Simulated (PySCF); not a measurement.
TaO2, SMILES [O]=[Ta]=[O] (connectivity only; charge and spin as stated), neutral, multiplicity 2. The structure is a stationary point at PBE0-D3(BJ)/def2-TZVP. The multiplicity is an assumed one; other spin states were not compared. The def2 effective core potentials stand for the cores of Ta; spin–orbit coupling is left out.

The numbers are results of PBE0-D3(BJ)/def2-TZVP (PySCF), not measurements.

Harmonic wavenumbers (cm⁻¹): 345, 959, 1026. Rotational constants (GHz): 17.14, 8.440, 5.655; symmetry number 2.

### Question
Work out the zero-point energy and the ideal-gas rigid-rotor harmonic-oscillator thermochemistry at 298.15 K and 1 atm.

### Answer
ZPE = ½ Σ hcν = ½ × 2330 cm⁻¹ = 3.33 kcal/mol. H − E(el) = 5.98 kcal/mol. Entropy in cal/(mol K): translation 41.97, rotation 22.11, vibration 1.39, spin 1.38, total 66.85. G − E(el) = -13.95 kcal/mol. Cp = 10.31 cal/(mol K).
